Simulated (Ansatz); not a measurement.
A made-up structure of SiOF₂, singlet:

```
4
angstrom
O 0.4747 -0.6766 1.2563
Si 0.0255 -0.0292 -0.0952
F -0.8987 1.1614 0.3240
F 0.3984 -0.4556 -1.4851
```

It is relaxed with PBE-D4/def2-SVP and then PBE0-D4/def2-TZVP (Ansatz 0.2.0). Atoms count as bonded within 1.22 times the sum of their covalent radii (H–H: 0.88 Å). The end point is not checked to be a true minimum.

Does its bonding change? (A judgement: the text doesn't fix the answer.)

Computed: No: no bond forms or breaks.

Where it ends: The first stage lowers the energy by 0.96 eV in 6 steps. It ends as SiOF₂ ([O][Si]([F])[F]):
O1  (0.566, -0.805, 1.266)
Si2  (0.036, -0.052, 0.081)
F3  (-0.914, 1.191, 0.086)
F4  (0.311, -0.335, -1.433)
(Å)

Labels in which every atom is bracketed show which atoms are joined, not bond orders.

For scale, one of the runs: PBE0-D4/def2-TZVP relaxation, 130 basis functions, launched by `ansatz run in.yaml --threads 2 --pin off --events-out ev --progress --plain --max-ram 4352MiB`. The run took about 11 s on 2 CPU threads of an Arm Neoverse V1 (shared host).
